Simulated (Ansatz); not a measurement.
The same molecule with X = O, S, Se, Te. Ansatz, PBE0-D4/def2-TZVP geometries, multiplicity 1. Each molecule was computed in one conformer, which needn't be the lowest.

Elements past krypton have def2 core potentials. Scalar relativity is left out up to krypton.

```json
{"X": "S", "molecule": "`SC1=NC1`", "mean X–C bond length / Å": "1.710", "mean X–H bond length / Å": "1.342", "HOMO energy (B3LYP/def2-TZVPP) / eV": "-7.32", "HOMO–LUMO gap (PBE0/def2-TZVPP) / eV": "7.25", "HOMO–LUMO gap (ωB97M-V/def2-TZVPP) / eV": "11.48"}
{"X": "Se", "molecule": "`[SeH]C1=NC1`", "mean X–C bond length / Å": "1.858", "mean X–H bond length / Å": "1.468", "HOMO energy (B3LYP/def2-TZVPP) / eV": "-7.12", "HOMO–LUMO gap (PBE0/def2-TZVPP) / eV": "6.78", "HOMO–LUMO gap (ωB97M-V/def2-TZVPP) / eV": "10.86"}
{"X": "Te", "molecule": "`[TeH]C1=NC1`", "mean X–C bond length / Å": "2.060", "mean X–H bond length / Å": "1.656", "HOMO energy (B3LYP/def2-TZVPP) / eV": "-6.67", "HOMO–LUMO gap (PBE0/def2-TZVPP) / eV": "5.61", "HOMO–LUMO gap (ωB97M-V/def2-TZVPP) / eV": "9.52"}
```

Q: Give the row for X = O, `OC1=NC1`. (Estimate.)

A: Ansatz gave: 
```tsv
X	molecule	mean X–C bond length / Å	mean X–H bond length / Å	HOMO energy (B3LYP/def2-TZVPP) / eV	HOMO–LUMO gap (PBE0/def2-TZVPP) / eV	HOMO–LUMO gap (ωB97M-V/def2-TZVPP) / eV
O	`OC1=NC1`	1.314	0.968	-7.72	8.42	12.23
```

From O to Te the mean X–C bond length rises at each step, by 0.746 Å in all; the mean X–H bond length rises at each step, by 0.688 Å in all; the HOMO energy (B3LYP/def2-TZVPP) rises at each step, by 1.05 eV in all; the HOMO–LUMO gap (PBE0/def2-TZVPP) falls at each step, by 2.81 eV in all; the HOMO–LUMO gap (ωB97M-V/def2-TZVPP) falls at each step, by 2.71 eV in all. Bonds lengthen as the atom grows down the group.

B3LYP here is the variant with VWN-RPA as its local correlation; programs differ in this.

Spin–orbit coupling is left out; it splits and shifts lone-pair levels of the heavy atoms by tenths of an eV.
